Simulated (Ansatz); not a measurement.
H$_{4}$P (SMILES [PH4+]), charge +1, singlet, geometry from GFN2-xTB; R2SCAN/STO-3G in Ansatz (a program for electronic structure).

Ansatz was given this input:
Ansatz 0.2 input:
```yaml
crystal:
  periodic: [false, false, false]
  atoms:
    - {symbol: P, position_ang: [-0.00000000, -0.00000000, -0.00000000]}
    - {symbol: H, position_ang: [-0.00987336, 1.28259337, -0.49515063]}
    - {symbol: H, position_ang: [1.12686123, -0.65279636, -0.44086058]}
    - {symbol: H, position_ang: [-1.11826107, -0.66909633, -0.43831456]}
    - {symbol: H, position_ang: [0.00127320, 0.03929932, 1.37432577]}
basis:
  gaussian:
    orbitals: STO-3G
    final_grid: {core_spheres: 4, valence_spheres: 8, degree: 17}
hamiltonian:
  xc: r2scan
total_charge: 1
```

What the program printed (banner, timings and long lists left out):

```
Functional definition: r2SCAN
147 factors; integrals over basis functions are off by at most 1.4e-5 eV
mean field evaluation 1: about -9241.4965 eV, gradient 5.9e0 eV
mean field evaluation 2: about -9241.5383 eV, gradient 4.0e0 eV
mean field evaluation 4: about -9241.5932 eV, gradient 2.3e-1 eV
mean field evaluation 8: about -9241.6178 eV, gradient 6.3e-4 eV
mean field -9241.61776267 eV, -339.6231885845 hartree, gradient 9.1e-6 eV, S^2 0.000000; 0 other end points of the search recorded, 0 dependent functions left out
reference -9241.61776772 eV, -339.6231887702 hartree; 9, 9 occupied and 4, 4 virtual orbitals, 147 factors
Total energy: -9241.61776772 eV, -339.6231887702 hartree
```
